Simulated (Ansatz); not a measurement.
Relaxation of Cl3H3Sn (7 atoms, charge 0, multiplicity 1), to a largest force component of 0.03 eV/Å in at most 50 steps.

Theory: RKS BLYP-D4/def2-SVP (Ansatz).

```xyz
7
Properties=species:S:1:pos:R:3
Sn 0.344 -0.525 -0.341
H -0.121 0.201 2.480
Cl 2.134 0.225 -1.712
H -0.460 0.851 0.307
Cl -1.211 -1.773 -1.632
Cl 1.357 -2.148 1.111
H 0.258 -0.391 2.639
```

Problem. Where does it end, and by what steps?

Solution. The forces met the threshold. The force dipped under the threshold on the way, but the program's further checks kept it going. After 8 steps the energy has fallen by 0.198 eV; H2 moved furthest, 0.87 Å.

```
step  energy less start (eV)  largest force component (eV/Å)  accepted
   0                  0.0000                           1.528       yes
   1                 -0.1218                           0.147       yes
   2                 -0.1653                           0.102       yes
   3                 -0.1900                           0.054       yes
   4                 -0.1952                           0.040       yes
   5                 -0.1976                           0.010       yes
   6                 -0.1981                           0.091       yes
   7                 -0.1983                           0.032       yes
   8                 -0.1984                           0.003       yes
```

```xyz
7
Properties=species:S:1:pos:R:3
Sn 0.392 -0.594 -0.622
H -0.206 0.327 3.338
Cl 2.148 0.139 -2.036
H -0.379 0.735 0.159
Cl -1.144 -1.824 -1.944
Cl 1.330 -2.092 0.963
H 0.162 -0.251 2.992
```

Whether the end is a true minimum wasn't checked by a vibrational analysis.

Time of the run: 8.6 s on 2 threads of Intel(R) Xeon(R) 6975P-C (Granite Rapids), with other jobs on the host, peak memory 0.16 GiB.
